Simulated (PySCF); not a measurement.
# Re(OH)3, triplet: structure and spectrum

Level of theory: PySCF, UPBE0, basis Re def2-SVP with ECP60, O def2-SVP, H def2-SVP (scalar-relativistic core potentials, no spin–orbit coupling, density fitting).

The structure is a higher-order saddle point with 3 imaginary modes.

```json
{"Point group": "C3h", "Bond lengths": "O–H 0.961 Å (×3), Re–O 1.858 Å (×3)", "Bond angles": "H–O–Re 132.6° (×3), O–Re–O 120.0° (×3)", "Principal polarisabilities": "52.0, 52.0, 52.9 bohr³", "Zero-point energy (real modes)": "96.2 kJ/mol", "Dipole moment": "0.00 D", "Atomisation energy without zero-point energy": "2346 kJ/mol", "Spin squared ⟨S²⟩": "2.009", "Highest occupied level (β)": "-4.73 eV", "Lowest empty level (α)": "-1.22 eV", "Principal quadrupole moments (Buckingham, traceless) about the centre of mass": "-12.32, 6.16, 6.16 D Å", "Rotational constants": "0.181, 0.181, 0.0905 cm⁻¹"}
```

Harmonic modes (masses in u: Re 186.956, O 15.995, H 1.008):
```json
{"symmetry": "a''", "ω (cm⁻¹)": "761i", "IR (km/mol, summed over degenerate members)": "–", "μ (u)": "1.13"}
{"symmetry": "e''", "ω (cm⁻¹)": "689i", "IR (km/mol, summed over degenerate members)": "–", "μ (u)": "1.12"}
{"symmetry": "a''", "ω (cm⁻¹)": "114", "IR (km/mol, summed over degenerate members)": "11.4", "μ (u)": "6.98"}
{"symmetry": "e'", "ω (cm⁻¹)": "173", "IR (km/mol, summed over degenerate members)": "42.5", "μ (u)": "3.89"}
{"symmetry": "a'", "ω (cm⁻¹)": "436", "IR (km/mol, summed over degenerate members)": "0.0", "μ (u)": "1.15"}
{"symmetry": "e'", "ω (cm⁻¹)": "505", "IR (km/mol, summed over degenerate members)": "548", "μ (u)": "1.48"}
{"symmetry": "a'", "ω (cm⁻¹)": "759", "IR (km/mol, summed over degenerate members)": "0.0", "μ (u)": "7.17"}
{"symmetry": "e'", "ω (cm⁻¹)": "763", "IR (km/mol, summed over degenerate members)": "158", "μ (u)": "4.61"}
{"symmetry": "e'", "ω (cm⁻¹)": "3959", "IR (km/mol, summed over degenerate members)": "949", "μ (u)": "1.07"}
{"symmetry": "a'", "ω (cm⁻¹)": "3967", "IR (km/mol, summed over degenerate members)": "0.0", "μ (u)": "1.07"}
```

In C3h the vibrations span 2a'' + e'' + 4e' + 3a'. The a', e'' modes carry no infrared intensity, as symmetry demands.

Charges (e):
```
  atom  Mulliken  Löwdin  polar tensor  spin (Mulliken)  Mayer order to Re1
   Re1      0.59    0.03          1.18             1.77                   –
O2,3,4     -0.43   -0.13         -0.78             0.08                1.18
H5,6,7      0.23    0.12          0.38             0.00                0.04
```
Other Mayer orders above 0.3: O–H 0.92 (×3).

Mulliken populations on Re1 (electrons outside its core potential): s 2.95, p 6.30, d 5.05, f 0.10.

Outer orbital energies (eV). α occupied: -10.98, -10.64, -10.64, -10.16, -10.00, -5.53, -5.25, -5.25; empty: -1.22, -1.22, 0.34, 1.22. β occupied: -14.73, -10.54, -10.54, -10.14, -9.91, -9.91, -9.29, -4.73; empty: -0.68, -0.68, -0.50, -0.50.

Only a few start shapes were tried, so a lower isomer may exist. Open d and f shells are described by one determinant, and the ground state may have another occupation or spin. At this level a triplet minimum of C3v symmetry lies 104 kJ/mol below this structure. Spin–orbit coupling, left out here, can matter for elements this heavy.

The final relaxation and frequency run took of the order of 3 core-minutes on a shared host.
